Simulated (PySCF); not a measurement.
## From a computed spectrum to the compound

A species of 3 atoms with charge 0 has these harmonic modes (PBE0, small Gaussian bases with core potentials, PySCF 2.14.0):

| cm⁻¹ | km/mol | symmetry |
| --- | --- | --- |
| 123 | 8.8 | a' |
| 454 | 51.7 | a' |
| 584 | 102.9 | a' |

(1) Which species is it, and in which structure?

Answers

(1) ErSF (singlet in the valence; each metal's 4f electrons, 11 of them, lie in its core potential, out of spins and levels):
```xyz
3

Er   -0.1472    0.0000   -0.2742
S     1.8253    0.0000    0.9301
F    -1.7860    0.0000    0.8299
```
Ideal gas at 298.15 K and 1 bar: S = 313.9 J/(mol K), Cp = 51.4 J/(mol K), H − H(0 K) = 12.9 kJ/mol (rigid rotor, harmonic modes, spin degeneracy alone, that of the 4f electrons in the core included). An lcecp potential fixes the number of 4f electrons, so in runs with it no electron can move into or out of that shell.
 The answer isn't unique; the calculation gave this one.
